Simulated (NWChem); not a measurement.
# Atomisation of ammonia borane (H$_{6}$BN)

SMILES: [NH3+][BH3-]
```xyz
8

B      0.9134    -0.0695     0.0000
N     -0.7176     0.0546     0.0000
H      1.3277     1.0826     0.0000
H      1.1934    -0.6826    -1.0221
H      1.1934    -0.6826     1.0221
H     -1.0502     0.5569     0.8238
H     -1.1584    -0.8659     0.0000
H     -1.0502     0.5569    -0.8238
```
Charge 0, spin multiplicity 1.

Everything below was run with NWChem. All single points use one geometry, from PBE0/def2-SVP, a minimum by its harmonic frequencies.

Basis set: def2-TZVP. The atomisation energy is electronic alone: no zero-point, thermal, spin-orbit or counterpoise terms. No value is extrapolated to the basis-set limit. Free atoms are single determinants with multiplicities B 2, N 4, H 2.

The stability of the SCF solutions was not checked. Open-shell Hartree-Fock references start from PBE0 orbitals.

Question: One of these methods gave an atomisation energy of 450.2 kcal/mol. Which?
(A) PBE
(B) PBE0
(C) HF
(D) LDA (SVWN5)

Answer: C, HF. The others give 686.0 (LDA (SVWN5)), 606.7 (PBE0), 613.4 (PBE).
